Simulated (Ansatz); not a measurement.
B4O11H10, a hydroxylated oxide cluster, relaxed as a singlet with RKS PBE-D4/def2-SVP in Ansatz, starting from the GFN2-xTB geometry. Force threshold 0.03 eV/Å.

In the singlet geometry the species has come apart into loosely held pieces.

Start:

Cartesian coordinates in Å:
```
B -1.617 -0.811 -0.568
B 0.706 -0.885 -1.440
B -0.194 2.399 -0.187
B 0.902 -0.710 1.656
O 0.798 -2.237 -1.546
O -1.891 -2.121 -0.863
O -0.435 -0.267 -0.985
O -2.497 -0.092 0.149
O 1.806 -0.141 -1.677
O 1.155 2.178 -0.294
O -0.943 2.037 0.890
O -0.830 3.055 -1.184
O 1.985 -0.033 1.183
O 0.099 -0.007 2.503
O 0.584 -1.996 1.375
H -0.063 -2.655 -1.430
H -2.740 -2.412 -0.528
H -2.200 0.810 0.349
H 1.666 0.797 -1.479
H 1.540 1.660 0.425
H -0.486 1.521 1.566
H -0.252 3.313 -1.901
H 2.495 -0.456 0.490
H -0.646 -0.513 2.830
H 1.057 -2.436 0.666
```

Problem. Estimate the energy that the relaxation releases and the steps that it takes.

Solution. 26.0 kJ/mol, in 9 steps; 36 s on 4 threads of Arm Neoverse V2 on a shared host. No frequencies were taken in this run, so the end may be a saddle point.

Problem. Does the start keep its bonding?

Solution. By distances, no bond broke or formed. The bond that changes most is B1–O7, from 1.37 to 1.39 Å (atoms count from 1).

Problem. Predict the relaxed structure.

Solution. 
Cartesian coordinates in Å:
```
B -1.661 -0.836 -0.725
B 0.692 -0.942 -1.457
B -0.182 2.387 -0.161
B 0.945 -0.634 1.733
O 0.779 -2.319 -1.408
O -1.924 -2.148 -1.098
O -0.494 -0.263 -1.227
O -2.481 -0.159 0.110
O 1.856 -0.225 -1.589
O 1.186 2.185 -0.285
O -0.942 1.943 0.912
O -0.860 3.077 -1.127
O 2.024 0.032 1.183
O 0.248 0.096 2.685
O 0.497 -1.881 1.398
H -0.140 -2.682 -1.392
H -2.718 -2.493 -0.653
H -2.085 0.718 0.371
H 1.663 0.737 -1.448
H 1.565 1.641 0.449
H -0.441 1.480 1.626
H -0.263 3.341 -1.847
H 2.360 -0.368 0.349
H -0.506 -0.422 3.023
H 0.884 -2.266 0.578
```
Bond lengths: 12 × B–O 1.35 to 1.39 Å; 10 × H–O 0.97 to 1.00 Å.
